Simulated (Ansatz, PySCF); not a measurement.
C₄H₉S, doublet, at a GFN2-xTB geometry. Base run: CCSD(T)/STO-3G (PySCF).

Here is a job for PySCF.
```python
from pyscf import gto, scf, cc

mol = gto.Mole()
mol.atom = '''
    C    -0.71538146    0.98031295   -1.11870904
    C    -0.07272565   -0.12100881   -0.28002528
    C     1.21599831   -0.61688840   -0.93010260
    C    -1.04783651   -1.27394779   -0.05822117
    S     0.35073758    0.58359512    1.35049168
    H    -0.97990170    0.58957037   -2.10000213
    H    -1.61741266    1.35117624   -0.63687632
    H    -0.02730017    1.81269327   -1.24928387
    H     1.68594925   -1.38061903   -0.31429069
    H     0.99542825   -1.04397665   -1.90710378
    H     1.91946493    0.20276865   -1.05917499
    H    -1.31992205   -1.71598798   -1.01538196
    H    -1.95251605   -0.92104190    0.43205937
    H    -0.59591924   -2.04291254    0.56453612
'''
mol.basis = 'sto-3g'
mol.spin = 1
mol.verbose = 4
mol.build()

mf = scf.UHF(mol)
mf.kernel()

mycc = cc.CCSD(mf)
mycc.kernel()
et = mycc.ccsd_t()
print('E(CCSD(T)) = %.10f' % (mycc.e_tot + et))
```

The same geometry, method and basis name were run in Ansatz (a first-principles code) and PySCF, at each program's defaults and at the settings that a row names. The base is PySCF at its defaults. Differences at the defaults can come from grids, fitting, cores and function types together.

| code and settings | ΔE vs base (mEh) | basis functions | E (Eh) | SCF cycles | SCF-reference dipole (D) |
|---|---|---|---|---|---|
| PySCF, defaults (exact integrals, spherical functions, all electrons correlated) | 0.000 | 38 | -548.32956 | 11 | 0.75 |
| Ansatz, defaults (factorised integrals, spherical functions, frozen core) | 2.107 | 38 | -548.32745 | - | - |
| PySCF, frozen core | 2.082 | 38 | -548.32747 | 11 | 0.75 |
| Ansatz, high accuracy, frozen core | 2.082 | 38 | -548.32747 | - | - |

Open shells are given as the SCF converged; they aren't shown to be the lowest states, and a large step between rows can be another state.
